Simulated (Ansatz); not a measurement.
Reaction (formal exchange of groups at a C–C bond): `CCCCSCC` + `F[SiH2]I` → `CC[SiH](F)I` + `CCSCC`

Isolated molecules relaxed with PBE0-D4/def2-TZVP in Ansatz; ΔE leaves out vibrations. CBS: MP2 limit from def2 TZ/QZ plus the TZ coupled-cluster correction, frozen cores. DFT in def2-TZVPP. B3LYP here is the variant with VWN-RPA as its local correlation; programs differ in this. Elements past krypton have def2 core potentials. For I outer-core shells are correlated without core-valence functions, which leaves a few kJ/mol of doubt a bond. Each species was taken in one conformer, which may not be the lowest.

Question: Is it downhill or uphill in electronic energy at CCSD(T)/CBS, and by how much? (Best estimate.)

Answer: The calculation gave: Downhill: ΔE = -49.3 kJ/mol.

Question: What do these levels give: PBE-D4, r2SCAN-D4, B3LYP-D4, B2PLYP, r2SCAN, PBE0, HF/def2-TZVPP, MP2/def2-TZVPP, CCSD/def2-TZVPP, CCSD(T)/def2-TZVPP, MP2/def2-QZVPP, SCS-MP2/def2-QZVPP? (Estimate.)

Answer: Ansatz gave: PBE-D4 -53.3, r2SCAN-D4 -53.7, B3LYP-D4 -52.3, B2PLYP -49.7, r2SCAN -54.1, PBE0 -51.6, HF/def2-TZVPP -44.4, MP2/def2-TZVPP -49.2, CCSD/def2-TZVPP -46.4, CCSD(T)/def2-TZVPP -46.9, MP2/def2-QZVPP -50.5, SCS-MP2/def2-QZVPP -47.4 kJ/mol.

Largest T1 diagnostic among the species: 0.009.
